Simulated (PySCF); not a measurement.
`C=C[CH2][GeH2][CH2][GeH3]`. The calculation used PBE0-D3(BJ)/def2-SVP geometry optimisation, gas phase (PySCF 2.14.0).

```
atom  x, y, z in Å
C1    -3.0125    0.0193   -0.1110
C2    -1.7420   -0.2543   -0.4216
C3    -0.9104   -1.3407    0.1673
Ge4    0.3517   -0.6219    1.5043
C5     1.3287    0.9030    0.7596
Ge6    2.3525    0.5084   -0.8575
H7    -3.5682   -0.5865    0.6125
H8    -3.5429    0.8564   -0.5713
H9    -1.2374    0.3886   -1.1549
H10   -0.3164   -1.8524   -0.6074
H11   -1.5316   -2.0983    0.6699
H12   -0.4497   -0.1707    2.7441
H13    1.3549   -1.7218    1.9209
H14    0.6098    1.7087    0.5413
H15    2.0209    1.2831    1.5276
H16    1.4041    0.0524   -1.9855
H17    3.3609   -0.6245   -0.5832
H18    3.1213    1.7551   -1.3379
```

(1) Where is the centre of mass (commonest isotopes), and what is the radius of gyration?

(2) Which two atoms are farthest apart?

(3) Work out the bond lengths C1–H8, C3–H10, C5–Ge6, C5–H14, Ge6–H17 in pm.

(4) What is the repulsion energy of the bare nuclei, Σ ZA·ZB/RAB?

(5) How far apart are these pairs, which share no bond: C2···H13, C2···H15, Ge4···Ge6, C5···H13, Ge6···H11, H8···H13, H12···H16?

(6) What are the angles C2–C1–H8, C2–C1–H7, Ge4–C3–H11, Ge4–C3–H10, C3–Ge4–C5, H14–C5–H15, C5–Ge6–H17, C5–Ge6–H16?

(7) Give the dihedral angles C2–C3–Ge4–C5, C1–C2–C3–Ge4, C2–C3–Ge4–H12.

(8) Write the matrix of distances between heavy atoms (Å, lower triangle).

Results:

(1) Mass 207.936 u; centre at (0.717, -0.084, 0.261) Å; Rg = √(Σ m r²/M) = 2.064 Å. As Ia + Ib + Ic = 2 Σ m r², the three principal moments sum to 1771.1 u·Å².

(2) H7···H18, 7.35 Å; the next longest distance is 7.06 Å.

(3) For C1–H8 the difference vector is (-0.5304, 0.8371, -0.4603) Å, of length 1.0927 Å. C1–H8 109.3; C3–H10 110.2; C5–Ge6 195.4; C5–H14 110.2; Ge6–H17 154.1 pm.

(4) 717.32 Eh over 153 pairs, with full nuclear charges and distances in bohr; the largest single term is 164.44 Eh (Ge4 with Ge6).

(5) C2···H13 4.151 Å (3 bonds apart); C2···H15 4.508 Å (4 bonds apart); Ge4···Ge6 3.295 Å (2 bonds apart); C5···H13 2.870 Å (2 bonds apart); Ge6···H11 4.921 Å (4 bonds apart); H8···H13 6.070 Å (5 bonds apart); H12···H16 5.085 Å (4 bonds apart).

(6) From the scalar product of the two bond vectors; for C2–C1–H8 it is -0.7599 Å² over 1.3362 × 1.0927 Å², cos θ = -0.5205. C2–C1–H8 121.4°; C2–C1–H7 121.5°; Ge4–C3–H11 107.6°; Ge4–C3–H10 107.5°; C3–Ge4–C5 110.2°; H14–C5–H15 107.2°; C5–Ge6–H17 110.1°; C5–Ge6–H16 110.0°.

(7) C2–C3–Ge4–C5 -50° (synclinal); C1–C2–C3–Ge4 -103° (anticlinal); C2–C3–Ge4–H12 70° (synclinal). Dihedral signs follow IUPAC: positive where, seen along the central bond, the front bond turns clockwise onto the rear one.

(8) 
```
C1    0.000
C2    1.336  0.000
C3    2.519  1.490  0.000
Ge4   3.787  2.868  1.974  0.000
C5    4.515  3.488  3.225  1.958  0.000
Ge6   5.439  4.188  3.888  3.295  1.954  0.000
```

No frequency check. The numbers are those of one conformer.

The run took 2.4 min of wall time on one thread of an Arm Neoverse V2, shared host with 96 logical CPUs at a one-minute load of 40, and the process peaked at 0.82 GiB of memory. These figures are those of the optimisation.
